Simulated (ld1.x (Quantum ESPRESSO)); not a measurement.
**arsenic: one change to a TM potential, before and after**

```
Element                 : As (Z = 33)
Generator               : ld1.x (Quantum ESPRESSO) 7.5
Type                    : norm-conserving Troullier–Martins (Kleinman–Bylander form)
Functional              : Wu–Cohen
Relativity              : scalar-relativistic
Frozen core             : [Ar]
Valence charge          : 15
Reference configuration : 3d10 4s2 4p2 (charge +1)
Partial waves           : 4s (bound): rc 1.45 bohr; 4p (bound): rc 1.65 bohr; 3d (bound): rc 0.95 bohr
Local potential         : all-electron potential smoothed inside 1.45 bohr (lloc = -1)
Core correction         : none
```

All-electron outer shells of the reference configuration (Wu–Cohen, scalar-relativistic, ld1.x):

```tsv
shell	level (eV)	outermost node (bohr)	outermost maximum (bohr)
3p	-143.34	0.22	0.52
3d	-50.42	–	0.47
4s	-23.43	0.73	1.59
4p	-13.38	0.78	1.90
```

Change: all radii scaled by about 1.39 (s 2.02, p 2.30, d 1.32 bohr); local potential all-electron potential smoothed inside 2.02 bohr (lloc = -1).

Cutoffs: the cutoffs (Ry, on a coarse ladder) from which the occupation-weighted sum of valence levels, in a spherical-Bessel basis at the reference potential, stays within 10 and 1 mRy of its value at 400 Ry; they do not see the model core or the augmentation charge, which bear on the density cutoff. Errors are all-electron minus pseudo energies relative to the spin-unpolarised reference configuration.

Problem. How do hardness, ghosts and transferability respond?

Solution. Of the 7 tests that both files solve, the error grows in 2 and shrinks in 5 by more than 15 % and 0.3 meV (median size 3.9 → 4.9 meV); neither file shows a bound ghost.

```tsv
quantity	base	changed
cutoff, loose	300 Ry	180 Ry
cutoff, tight	over 300 Ry	300 Ry
loose cutoff by channel (10 mRy a level)	s 18 Ry, p 6 Ry, d 230 Ry	s 15 Ry, p 6 Ry, d 160 Ry
bound ghosts	none	none
error for 3d10 4s2 4p3, meV [ΔE -9.17 eV]	+3.9	+3.2
error for 3d10 4s2 4p1, meV [ΔE 17.98 eV]	+1.7	-0.9
error for 3d10 4s2 4p0, meV [ΔE 45.76 eV]	+9.6	-6.7
error for 3d10 4s0 4p5, meV [ΔE 9.96 eV]	-3.5	-20
error for 3d9 4s2 4p4, meV [ΔE 30.92 eV]	-569	-313
error for 3d10 4s1 4p4, meV [ΔE 0.28 eV]	-0.6	-4.9
error for 3d10 4s2 4p3.3, meV [ΔE -10.40 eV]	+5.3	+4.2
```
